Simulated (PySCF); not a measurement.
AlP, triplet, geometry from GFN2-xTB (such geometries of metal compounds can be far from the true shape), with bond 2-1 at 1.3 times its length; PySCF with TPSS/def2-SVP.

Here is a job for PySCF.
```python
from pyscf import gto, scf, dft

mol = gto.M(
    atom='''
Al   -0.000000   -0.000000   -1.178556
P     0.000000    0.000000    1.681406
''',
    basis='def2-svp',
    charge=0,
    spin=2,
    verbose=4,
)

mf = dft.UKS(mol)
mf.xc = 'tpss'
mf.damp = 0.5
mf.diis_start_cycle = 5
mf.kernel()
mf.analyze()
```

Question: What does PySCF print? Leave out banner, timings and long lists.

Answer: 
```
PySCF version 2.14.0

[INPUT] verbose = 4
[INPUT] num. atoms = 2
[INPUT] num. electrons = 28
[INPUT] charge = 0
[INPUT] spin (= nelec alpha-beta = 2S) = 2
[INPUT] symmetry False subgroup None
[INPUT] Mole.unit = angstrom
[INPUT] Symbol           X                Y                Z      unit          X                Y                Z       unit  Magmom
[...]
nuclear repulsion = 36.0807437754068
number of shells = 16
number of NR pGTOs = 72
number of NR cGTOs = 36
basis = def2-svp
ecp = {}

******** <class 'pyscf.dft.uks.UKS'> ********
method = UKS
initial guess = minao
damping factor = 0.5
level_shift factor = 0
DIIS = <class 'pyscf.scf.diis.CDIIS'>
diis_start_cycle = 5
diis_space = 8
diis_damp = 0
SCF conv_tol = 1e-09
SCF conv_tol_grad = None
SCF max_cycles = 50
direct_scf = True
direct_scf_tol = 1e-13
number electrons alpha = 15  beta = 13
XC library pyscf.dft.libxc version 7.1.2
    S. Lehtola, C. Steigemann, M. J. T. Oliveira, and M. A. L. Marques,  SoftwareX 7, 1–5 (2018)
XC functionals = tpss
    J. Tao, J. P. Perdew, V. N. Staroverov, and G. E. Scuseria,  Phys. Rev. Lett. 91, 146401 (2003)
    J. P. Perdew, J. Tao, V. N. Staroverov, and G. E. Scuseria,  J. Chem. Phys. 120, 6898 (2004)
    J. Tao, J. P. Perdew, V. N. Staroverov, and G. E. Scuseria,  Phys. Rev. Lett. 91, 146401 (2003)
    J. P. Perdew, J. Tao, V. N. Staroverov, and G. E. Scuseria,  J. Chem. Phys. 120, 6898 (2004)
radial grids:
    Treutler-Ahlrichs [JCP 102, 346 (1995); DOI:10.1063/1.469408] (M4) radial grids

becke partition: Becke, JCP 88, 2547 (1988); DOI:10.1063/1.454033
pruning grids: <function nwchem_prune>
grids dens level: 3
symmetrized grids: False
atomic radii adjust function: <function treutler_atomic_radii_adjust>
small_rho_cutoff = 0
Set gradient conv threshold to 3.16228e-05
tot grids = 38360
init E= -583.392686652779

cycle= 1 E= -583.411516318976  delta_E= -0.0188  |g|= 0.254  |ddm|= 1.09
cycle= 2 E= -582.978476898752  delta_E= 0.433  |g|= 0.633  |ddm|= 1.58

cycle= 3 E= -582.866905071514  delta_E= 0.112  |g|= 0.627  |ddm|= 2.07
cycle= 4 E= -581.85373585853  delta_E= 1.01  |g|= 0.909  |ddm|= 2.49

cycle= 5 E= -580.480447434444  delta_E= 1.37  |g|=  1.3  |ddm|=  7.8

cycle= 6 E= -576.200523882687  delta_E= 4.28  |g|= 1.51  |ddm|= 10.6

cycle= 7 E= -582.956950134776  delta_E= -6.76  |g|= 0.576  |ddm|= 7.54
cycle= 8 E= -582.551493308628  delta_E= 0.405  |g|= 0.748  |ddm|= 2.27
cycle= 9 E= -583.525738812808  delta_E= -0.974  |g|= 0.099  |ddm|= 1.46
[...]
converged SCF energy = -583.536864059837  <S^2> = 2.0115056  2S+1 = 3.0076606
[...]
**** SCF Summaries ****
Total Energy =                        -583.536864059837399
Nuclear Repulsion Energy =              36.080743775406809
One-electron Energy =                 -880.477628261106929
Two-electron Energy =                  260.860020425862672
Two-electron Coulomb Energy =          302.639505360187400
DFT Exchange-Correlation Energy =      -41.779484934324742
**** MO energy ****
                             alpha | beta                alpha | beta
[...]
To work with the spin densities directly, `use mulliken_meta_spin()` only printing them here.

 ** Mulliken spin pop alpha/beta on meta-lowdin orthogonal AOs **
 ** Mulliken Spin Density (per AO)  **
spin_pop of  0 Al 1s        0.00000
spin_pop of  0 Al 2s        0.00000
spin_pop of  0 Al 3s        0.01070
spin_pop of  0 Al 4s       -0.00063
spin_pop of  0 Al 2px       0.00000
spin_pop of  0 Al 2py       0.00000
spin_pop of  0 Al 2pz      -0.00000
spin_pop of  0 Al 3px       0.06846
spin_pop of  0 Al 3py       0.06846
spin_pop of  0 Al 3pz      -0.08607
spin_pop of  0 Al 4px       0.00011
spin_pop of  0 Al 4py       0.00011
spin_pop of  0 Al 4pz      -0.00020
spin_pop of  0 Al 3dxy     -0.00000
spin_pop of  0 Al 3dyz      0.00074
spin_pop of  0 Al 3dz^2    -0.00043
spin_pop of  0 Al 3dxz      0.00074
spin_pop of  0 Al 3dx2-y2   -0.00000
spin_pop of  1 P 1s        0.00000
spin_pop of  1 P 2s        0.00001
spin_pop of  1 P 3s        0.01062
spin_pop of  1 P 4s       -0.00047
spin_pop of  1 P 2px       0.00009
spin_pop of  1 P 2py       0.00009
spin_pop of  1 P 2pz      -0.00000
spin_pop of  1 P 3px       0.92973
spin_pop of  1 P 3py       0.92973
spin_pop of  1 P 3pz       0.06651
spin_pop of  1 P 4px       0.00042
spin_pop of  1 P 4py       0.00042
spin_pop of  1 P 4pz       0.00011
spin_pop of  1 P 3dxy      0.00000
spin_pop of  1 P 3dyz      0.00044
spin_pop of  1 P 3dz^2    -0.00014
spin_pop of  1 P 3dxz      0.00044
spin_pop of  1 P 3dx2-y2    0.00000
 ** Mulliken Spin Density (per atom)  **
spin density of  0 Al =      0.06200
spin density of  1 P =      1.93800
 ** Mulliken pop alpha/beta on meta-lowdin orthogonal AOs **
 ** Mulliken pop       alpha | beta **
[...]
In total            15.00000 | 13.00000
 ** Mulliken atomic charges   ( Nelec_alpha | Nelec_beta ) **
charge of  0Al =      0.20895  (     6.42653      6.36453 )
charge of  1P =     -0.20895  (     8.57347      6.63547 )
Dipole moment(X, Y, Z, Debye): -0.00000, -0.00000, -2.21434
```
